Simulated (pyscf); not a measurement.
Optimised with ωB97X-D3(BJ)/def2-SVP in PySCF. MP2 and CC: frozen core, UHF for open shells. ΔMP2 is the change of the MP2 total energy from the triple- to the quadruple-zeta basis.

Question: PBE/def2-TZVP puts the barrier of `[C]1=[CH][NH]1` [doublet] → `[C]1=[N][CH2]1` [doublet] (hydrogen shift; doublet surface; H–N broken, C–H formed) at 132.3 kJ/mol and the reaction energy at -106.8 kJ/mol, from the reactant's lowest minimum found. What do B3LYP-D3(BJ)/def2-TZVP, PBE0-D3(BJ)/def2-TZVP, CCSD(T)/def2-TZVPP + ΔMP2(QZVPP) give on the same structures?

Answer: B3LYP-D3(BJ): ΔE‡ = 146.9 kJ/mol, ΔE = -109.9 kJ/mol; PBE0-D3(BJ): ΔE‡ = 143.0 kJ/mol, ΔE = -105.1 kJ/mol; CCSD(T): ΔE‡ = 135.9 kJ/mol, ΔE = -117.9 kJ/mol. PBE's barrier lies under all of them, by 3.6 to 14.6 kJ/mol. Its reaction energy lies among theirs. cyclic C₂H₂N (SMILES [C]1=CN1) [doublet] lies 316.9 kJ/mol over its isomer •H₂C–C≡N (electronic energy, ωB97M-D3(BJ)). cyclic C₂H₂N (SMILES [C]1=NC1) [doublet] lies 209.8 kJ/mol over its isomer •H₂C–C≡N (electronic energy, ωB97M-D3(BJ)). This is the saddle that the search found; another between the same sides may lie lower. The CCSD(T) − MP2 part came from Ansatz, without density fitting, on the same reference.
